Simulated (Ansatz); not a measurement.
Two isomers of CH6BNOSe: A = `B[Se]C(N)O`, B = `NCB(O)[SeH]`.

Computed with Ansatz on PBE0-D4/def2-TZVP structures; ΔE is electronic, products minus reactants. CCSD(T)/CBS adds triple-zeta CCSD(T) − MP2 to the extrapolated MP2 energy (def2 sets, frozen cores). DFT in def2-TZVPP. B3LYP here is the variant with VWN-RPA as its local correlation; programs differ in this. For Se outer-core shells are correlated without core-valence functions, which leaves a few kJ/mol of doubt a bond. Scalar relativity is left out up to krypton. One conformer a species, not always the lowest.

**Question.** Which isomer does CCSD(T)/CBS put lower? Give the gap. (Best estimate.)

**Answer.** Computed: B, by 47.9 kcal/mol.

**Question.** Give E(B) − E(A) in kcal/mol with B2PLYP, MP2/def2-TZVPP, HF/def2-TZVPP, B3LYP, CCSD(T)/def2-TZVPP, CCSD/def2-TZVPP, r2SCAN-D4. (An estimate is asked.)

**Answer.** Computed: B2PLYP -48.2, MP2/def2-TZVPP -48.3, HF/def2-TZVPP -51.6, B3LYP -48.1, CCSD(T)/def2-TZVPP -47.7, CCSD/def2-TZVPP -48.9, r2SCAN-D4 -47.6. None reverses the order clearly.

Largest T1 diagnostic: 0.013.

In def2-TZVPP, CCSD(T) changes the Hartree–Fock value by +3.9 kcal/mol (the triples alone add +1.2 kcal/mol) and MP2 by +3.3 kcal/mol. From PBE to PBE0 (25 % exact exchange), in def2-TZVPP and without D4, E(B) − E(A) moves by −1.9 kcal/mol.
